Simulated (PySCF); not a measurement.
## Polarisability and C₆ of Tl⁻ (thallium, charge -1)

[Xe] 4f14 5d10 6s2 6p2, high-spin 3P determinant. Calculation: PySCF 2.14, in aug-cc-pwCVTZ-PP with ECP60MDF (8s7p6d4f1g, 96 functions); scalar relativity through the core potential. Coupled (time-dependent) response in atomic units; α is the mean over directions.

| method | mean α (bohr³) | α xx, yy, zz | C₆ (like pair) | S(−4) |
| --- | --- | --- | --- | --- |
| UHF | 487.2 | 206.6, 627.8, 627.2 | 10830 | 227700 |

S(−4) is the Cauchy moment in α(ω) = α(0) + S(−4) ω² + …

Spin-orbit coupling is absent.

α(iu) at UHF:

```json
{"u (hartree)": "0", "α(iu) (bohr³)": "487.2"}
{"u (hartree)": "0.0500", "α(iu) (bohr³)": "270.3"}
{"u (hartree)": "0.100", "α(iu) (bohr³)": "149.2"}
{"u (hartree)": "0.200", "α(iu) (bohr³)": "65.21"}
{"u (hartree)": "0.300", "α(iu) (bohr³)": "37.74"}
{"u (hartree)": "0.500", "α(iu) (bohr³)": "18.75"}
{"u (hartree)": "0.750", "α(iu) (bohr³)": "10.95"}
{"u (hartree)": "1.00", "α(iu) (bohr³)": "7.562"}
{"u (hartree)": "1.50", "α(iu) (bohr³)": "4.492"}
{"u (hartree)": "2.00", "α(iu) (bohr³)": "3.056"}
{"u (hartree)": "3.00", "α(iu) (bohr³)": "1.701"}
{"u (hartree)": "5.00", "α(iu) (bohr³)": "0.7456"}
```

A single London oscillator, α(iu) = α/(1 + u²/ω²), gives C₆ = (3/4) ω α². Matching the computed C₆ needs ω = 4 × 10830 / (3 × 487.2²) = 0.0608 hartree.

For an ion, C₆ is the dispersion term alone; charge-induced terms of lower order in 1/R come first.

The components differ because the open shell of this determinant is not spherical; for a pure term their mean is the scalar polarisability.

Energies and moments cover only the electrons outside the core potential. Spin-orbit coupling is strong in this species (close to jj coupling), so the high-spin LS determinant is a model state, not a physical level.
